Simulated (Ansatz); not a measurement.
Correlation energies of `CC(C)OBS` by basis set

| atom | x (Å) | y (Å) | z (Å) |
| --- | --- | --- | --- |
| C1 | -1.210 | -0.455 | -1.147 |
| C2 | -0.484 | -0.237 | 0.161 |
| C3 | -0.078 | -1.530 | 0.831 |
| O4 | 0.700 | 0.522 | -0.103 |
| B5 | 0.883 | 1.750 | 0.409 |
| S6 | 2.384 | 2.686 | 0.057 |
| H7 | -2.122 | -1.035 | -0.984 |
| H8 | -1.484 | 0.498 | -1.602 |
| H9 | -0.574 | -1.002 | -1.847 |
| H10 | -1.119 | 0.345 | 0.841 |
| H11 | -0.958 | -2.138 | 1.050 |
| H12 | 0.584 | -2.103 | 0.177 |
| H13 | 0.448 | -1.334 | 1.767 |
| H14 | 0.069 | 2.275 | 1.117 |
| H15 | 2.961 | 1.758 | -0.726 |

The species carries charge 0 and has multiplicity 1. The structure was optimised at the PBE0-D4/def2-TZVP level. It is one conformer, not always the lowest. Frozen core, restricted reference, Ansatz. CBS rows extrapolate triple and quadruple zeta; past MP2 they add the triple-zeta difference.

```
     basis     HF (Eh)  MP2 corr.  CCSD corr.       (T)  CCSD(T) total
def2-TZVPP  -616.10100   -1.03805    -1.09881  -0.04479     -617.24460
def2-QZVPP  -616.12258   -1.11181           –         –              –
 CBS(def2)  -616.12555   -1.16645    -1.22721     as TZ     -617.39755
```
